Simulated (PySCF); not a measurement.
CAuClO, SMILES [O+]#[C-]->[Au][Cl], multiplicity 1.

Coordinates come from a PBE0-D3(BJ)/def2-SVP optimisation. The spin state was assumed, not searched. The isomer is the one that the SMILES or the coordinates give; other isomers of the formula were not compared. The def2 effective core potentials stand for the cores of Au; spin–orbit coupling is left out.

Calculation: PySCF with r2SCAN/def2-TZVPD.

Isolated molecule, no solvent.

### Question
Estimate the frontier levels, gap, dipole moment and polarisability. (An estimate is asked for; the answer gives what the named calculation found.)

### Answer

```
Item                                                                                                            Result
---------------------------------------------------------------------------------------------  -----------------------
highest occupied level                                                                                        -7.36 eV
lowest empty level                                                                                            -3.17 eV
orbital gap                                                                                                    4.19 eV
dipole moment                                                                                                   3.60 D
quadrupole, principal values (traceless, Buckingham form, about the centre of nuclear charge)    -4.23, 2.12, 2.12 D·Å
mean static polarisability                                                                        63.4 bohr³ (9.40 Å³)
polarisability, principal values                                                               43.6, 43.6, 103.1 bohr³
```
